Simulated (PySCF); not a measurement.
germanium monotelluride (GeTe), singlet, at a GFN2-xTB geometry (core potentials on Te). Base run: B3LYP/def2-SV(P) run with PySCF.

Input for PySCF:
```python
from pyscf import gto, scf, dft

mol = gto.Mole()
mol.atom = '''
    Ge   -0.000000   -0.000000   -1.458150
    Te    0.000000    0.000000    0.897323
'''
mol.basis = 'def2-sv(p)'
mol.ecp = {'Te': 'def2-sv(p)'}
mol.charge = 0
mol.spin = 0
mol.verbose = 4
mol.build()

mf = dft.RKS(mol)
mf.xc = 'b3lyp'
mf.kernel()
mf.analyze()
```

Each row names what was changed in the base input (with any setting that the change needs).

```
change                                                                                                                  ΔE vs base (µEh)  fitting functions  dipole (D)        outcome
----------------------------------------------------------------------------------------------------------------------  ----------------  -----------------  ----------  -------------
base                                                                                                                                 0.0                  -        1.16      converged
only_dfj = on; auxbasis = def2-universal-jfit                                                                                       -119                116        1.16      converged
auxbasis = default (with mf = mf.density_fit())                                                                                    -34.8                484        1.16      converged
auxbasis = cc-pvdz-jkfit                                                                                                               -                  -           -  input refused
auxbasis = even-tempered beta=1.6                                                                                                    3.5                789        1.16      converged
exchange = seminumerical (SGX) (with mf = sgx.sgx_fit(mf, auxbasis='def2-universal-jfit'); with mf.with_df.dfj = True)              -128                116        1.16      converged
auxbasis = def2-svp-ri                                                                                                                 -                  -           -  input refused
auxbasis = def2-universal-jkfit                                                                                                    -34.8                484        1.16      converged
auxbasis = cc-pvqz-jkfit                                                                                                               -                  -           -  input refused
auxbasis = cc-pvtz-jkfit                                                                                                               -                  -           -  input refused
```

A fitting set is made for a task (jfit for Coulomb, jkfit for Coulomb and exchange, ri for correlation) and for a family of orbital bases.

- auxbasis = cc-pvdz-jkfit: ended with `pyscf.lib.exceptions.BasisNotFoundError: Basis set not found for Te in cc-pvdz-jkfit`
- auxbasis = def2-svp-ri: ended with `pyscf.lib.exceptions.BasisNotFoundError: Basis set not found for Te in def2-svp-ri`
- auxbasis = cc-pvqz-jkfit: ended with `pyscf.lib.exceptions.BasisNotFoundError: Basis set not found for Te in cc-pvqz-jkfit`
